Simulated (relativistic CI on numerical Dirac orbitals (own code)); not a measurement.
Radial Dirac CI calculation of Au⁶⁰⁺.

Command:

```sh
python run_levels.py task.json out
```

Input:

```
atom Au  Z=79  charge=60  electrons=19
nucleus A=197  rms_radius_fm=5.4371
hamiltonian dirac-coulomb  breit=on  qed=off  c_scale=1
orbitals kli  potential=per-configuration
slater_scale 1
correlation none
mixing on
grid step=0.0125 r_max=2.2
scf mixing=0.4 start=green max_iterations=150 tolerance=2e-08 node_fill=0.05
configurations
  [Ar] 3d
  [Ne] 3s2 3p5 3d2
  [Ne] 3s2 3p4 3d3
  [Ne] 3s 3p6 3d2
  [Ne] 3p6 3d3
end
```

Output:

```
SCF 1: [Ar] 3d
 iter      energy (Ha)   residual   last orbital (Ha)
    1    -15183.632028   5.79e+00   -302.63797
    2    -15227.649602   3.41e+00   -269.99467
    3    -15250.453461   8.12e-02   -227.95586
    4    -15250.470726   1.77e-02   -228.23656
    5    -15250.470955   4.13e-04   -227.95881
    6    -15250.470978   8.34e-05   -227.95726
    7    -15250.470983   2.19e-06   -227.95671
    8    -15250.470983   4.48e-08   -227.95667
    9    -15250.470983   7.01e-09   -227.95667
SCF 2: [Ne] 3s2 3p5 3d2
 iter      energy (Ha)   residual   last orbital (Ha)
    1    -15163.108116   5.82e+00   -302.63797
    2    -15208.068850   3.43e+00   -269.74068
    3    -15231.323386   8.46e-02   -227.44394
    4    -15231.341450   2.84e-02   -227.80006
    5    -15231.344094   2.59e-04   -227.45537
    6    -15231.344107   6.63e-05   -227.45438
    7    -15231.344111   2.64e-06   -227.45403
    8    -15231.344111   2.75e-08   -227.45399
    9    -15231.344111   8.73e-09   -227.45399
SCF 3: [Ne] 3s2 3p4 3d3
 iter      energy (Ha)   residual   last orbital (Ha)
    1    -15142.172061   5.85e+00   -302.63797
    2    -15188.124750   3.44e+00   -269.48686
    3    -15211.849872   8.80e-02   -226.93665
    4    -15211.870012   3.63e-02   -227.34406
    5    -15211.874249   1.61e-04   -226.95237
    6    -15211.874248   1.52e-05   -226.95458
    7    -15211.874249   3.04e-06   -226.95479
    8    -15211.874249   2.50e-08   -226.95474
    9    -15211.874249   1.06e-08   -226.95474
SCF 4: [Ne] 3s 3p6 3d2
 iter      energy (Ha)   residual   last orbital (Ha)
    1    -15141.277455   5.84e+00   -302.63797
      ... 8 steps not shown
SCF 5: [Ne] 3p6 3d3
 iter      energy (Ha)   residual   last orbital (Ha)
    1    -15098.346154   5.88e+00   -302.63797
    2    -15146.004946   3.45e+00   -269.43996
    3    -15170.468655   9.13e-02   -226.96330
    4    -15170.499378   2.18e-02   -227.32362
    5    -15170.499734   3.56e-04   -226.98170
    6    -15170.499743   9.72e-05   -226.98066
    7    -15170.499747   2.40e-06   -226.98021
    8    -15170.499747   1.73e-07   -226.98018
    9    -15170.499747   2.23e-08   -226.98018
   10    -15170.499747   1.66e-10   -226.98018
orbital energies (Ha): 2s -687.6716  2p1/2 -667.9588  2p3/2 -599.5441  3s -268.0398  3p1/2 -260.3003  3p3/2 -242.7971  3d3/2 -231.9953  3d5/2 -227.9567
configuration averages (Ha): Dirac-Coulomb, Breit, QED
  3s2 3p6 3d                  -15250.470983   18.965293    0.000000
  3s2 3p5 3d2                 -15231.344111   18.768136    0.000000
  3s2 3p4 3d3                 -15211.874249   18.579005    0.000000
  3s 3p6 3d2                  -15210.715400   18.830720    0.000000
  3p6 3d3                     -15170.499747   18.708715    0.000000
levels: no., configuration, term, J, E (cm-1), weight
   1 3s2 3p6 3d             2D   3/2              0.0  0.99
   2 3s2 3p6 3d             2D   5/2         847824.8  0.99
   3 3s2 3p5 3d2            4D*  3/2        2301995.4  0.38
   4 3s2 3p5 3d2            4D*  1/2        2325106.3  0.81
   5 3s2 3p5 3d2            4F*  5/2        2364676.8  0.33
   6 3s2 3p5 3d2            2G*  7/2        2383913.4  0.35
   7 3s2 3p5 3d2            2P*  3/2        2592744.5  0.33
   8 3s2 3p5 3d2            4D*  5/2        3094680.1  0.49
   9 3s2 3p5 3d2            4G*  9/2        3132874.6  0.70
  10 3s2 3p5 3d2            4F*  7/2        3162821.8  0.48
  11 3s2 3p5 3d2            4D*  3/2        3199026.6  0.48
  12 3s2 3p5 3d2            4P*  5/2        3215451.8  0.41
  13 3s2 3p5 3d2            2H*  11/2       3229534.3  0.71
  14 3s2 3p5 3d2            2G*  7/2        3242741.5  0.42
lowest total energy -15234.145598 Ha
end: converged
```

Against the reference input this run has: QED terms off. The reference run ends at -15219.393384 Ha with Breit and QED terms.

Run time about 0.16 s of CPU on one thread of Neoverse-V1 (shared host).
